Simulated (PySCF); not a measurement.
# Spin-rotation constants: `CC(C)[As]1CCCCC1`, C$_{8}$H$_{17}$As

Molfile (atoms numbered from 1):
```
C8H17As
     RDKit          3D

 26 26  0  0  0  0  0  0  0  0999 V2000
    2.6272   -1.4727   -0.2605 C   0  0  0  0  0  0  0  0  0  0  0  0
    1.9091   -0.1281   -0.2629 C   0  0  0  0  0  0  0  0  0  0  0  0
    2.8414    0.9736    0.2278 C   0  0  0  0  0  0  0  0  0  0  0  0
    0.2680   -0.2146    0.8913 As  0  0  0  0  0  3  0  0  0  0  0  0
   -0.8284   -1.3484   -0.3125 C   0  0  0  0  0  0  0  0  0  0  0  0
   -2.3140   -1.1007   -0.0749 C   0  0  0  0  0  0  0  0  0  0  0  0
   -2.7401    0.3150   -0.4557 C   0  0  0  0  0  0  0  0  0  0  0  0
   -2.0973    1.3882    0.4196 C   0  0  0  0  0  0  0  0  0  0  0  0
   -0.5841    1.4566    0.2445 C   0  0  0  0  0  0  0  0  0  0  0  0
    2.9288   -1.7347    0.7544 H   0  0  0  0  0  0  0  0  0  0  0  0
    3.5205   -1.4389   -0.8850 H   0  0  0  0  0  0  0  0  0  0  0  0
    1.9736   -2.2596   -0.6378 H   0  0  0  0  0  0  0  0  0  0  0  0
    1.5960    0.1041   -1.2886 H   0  0  0  0  0  0  0  0  0  0  0  0
    3.7366    1.0320   -0.3921 H   0  0  0  0  0  0  0  0  0  0  0  0
    3.1486    0.7746    1.2553 H   0  0  0  0  0  0  0  0  0  0  0  0
    2.3412    1.9421    0.2009 H   0  0  0  0  0  0  0  0  0  0  0  0
   -0.6055   -2.4047   -0.1325 H   0  0  0  0  0  0  0  0  0  0  0  0
   -0.5773   -1.1289   -1.3549 H   0  0  0  0  0  0  0  0  0  0  0  0
   -2.9037   -1.8140   -0.6604 H   0  0  0  0  0  0  0  0  0  0  0  0
   -2.5462   -1.2705    0.9826 H   0  0  0  0  0  0  0  0  0  0  0  0
   -3.8271    0.3911   -0.3636 H   0  0  0  0  0  0  0  0  0  0  0  0
   -2.4827    0.5006   -1.5022 H   0  0  0  0  0  0  0  0  0  0  0  0
   -2.3325    1.1796    1.4695 H   0  0  0  0  0  0  0  0  0  0  0  0
   -2.5402    2.3580    0.1689 H   0  0  0  0  0  0  0  0  0  0  0  0
   -0.1945    2.3128    0.8039 H   0  0  0  0  0  0  0  0  0  0  0  0
   -0.3385    1.6103   -0.8109 H   0  0  0  0  0  0  0  0  0  0  0  0
  1  2  1  0
  2  3  1  0
  2  4  1  0
  4  5  1  0
  5  6  1  0
  6  7  1  0
  7  8  1  0
  8  9  1  0
  9  4  1  0
  1 10  1  0
  1 11  1  0
  1 12  1  0
  2 13  1  0
  3 14  1  0
  3 15  1  0
  3 16  1  0
  5 17  1  0
  5 18  1  0
  6 19  1  0
  6 20  1  0
  7 21  1  0
  7 22  1  0
  8 23  1  0
  8 24  1  0
  9 25  1  0
  9 26  1  0
M  END
```

The calculation used GIAO PBE/pcSseg-1 magnetisability, rotational g tensor and spin-rotation constants, non-relativistic, gas phase (PySCF). Geometry: GFN2-xTB.

The calculation is non-relativistic, which matters for the atoms heavier than Zn.

(1) Give the nuclear spin-rotation constants along the inertial axes (H = +C I·J) beside the isotropic shieldings.

## Answers

(1) Rotational constants 2.2003, 0.8178, 0.6942 GHz. A star marks the isotopologue with that one atom substituted, in its own axes.
| atom | isotope | Caa (kHz) | Cbb (kHz) | Ccc (kHz) | mean (kHz) | σ (ppm) |
| --- | --- | --- | --- | --- | --- | --- |
| As4 | 75As | 3.431 | 1.387 | 1.083 | 1.967 | 1341.8 |
| H10 | 1H | -0.210 | -0.091 | 0.005 | -0.099 | 30.7 |
| H11 | 1H | -0.046 | -0.089 | -0.046 | -0.060 | 30.4 |
| H12 | 1H | -0.151 | -0.012 | -0.074 | -0.079 | 30.2 |
| H13 | 1H | -0.196 | -0.099 | 0.016 | -0.093 | 30.0 |
| H14 | 1H | -0.046 | -0.089 | -0.046 | -0.060 | 30.4 |
| H15 | 1H | -0.210 | -0.091 | 0.005 | -0.099 | 30.7 |
| H16 | 1H | -0.152 | -0.012 | -0.075 | -0.079 | 30.2 |
| H17 | 1H | -0.211 | 0.012 | -0.069 | -0.089 | 29.5 |
| H18 | 1H | -0.237 | -0.094 | 0.020 | -0.104 | 30.3 |
| H19 | 1H | -0.162 | -0.013 | -0.059 | -0.078 | 29.4 |
| H20 | 1H | -0.238 | -0.089 | 0.022 | -0.102 | 30.0 |
| H21 | 1H | 0.084 | -0.090 | -0.075 | -0.027 | 29.7 |
| H22 | 1H | -0.242 | -0.094 | 0.021 | -0.105 | 30.4 |
| H23 | 1H | -0.238 | -0.089 | 0.022 | -0.102 | 30.0 |
| H24 | 1H | -0.162 | -0.013 | -0.059 | -0.078 | 29.4 |
| H25 | 1H | -0.211 | 0.012 | -0.069 | -0.089 | 29.5 |
| H26 | 1H | -0.237 | -0.094 | 0.020 | -0.104 | 30.3 |
| C1 | 13C* | 0.353 | 0.117 | 0.114 | 0.195 | 159.5 |
| C2 | 13C* | 0.400 | 0.182 | 0.118 | 0.234 | 136.2 |
| C5 | 13C* | 0.375 | 0.160 | 0.107 | 0.214 | 148.4 |
| C6 | 13C* | 0.405 | 0.137 | 0.110 | 0.217 | 150.2 |
| C7 | 13C* | 0.406 | 0.146 | 0.113 | 0.222 | 146.5 |

For the geometry as given, no vibrational averaging.
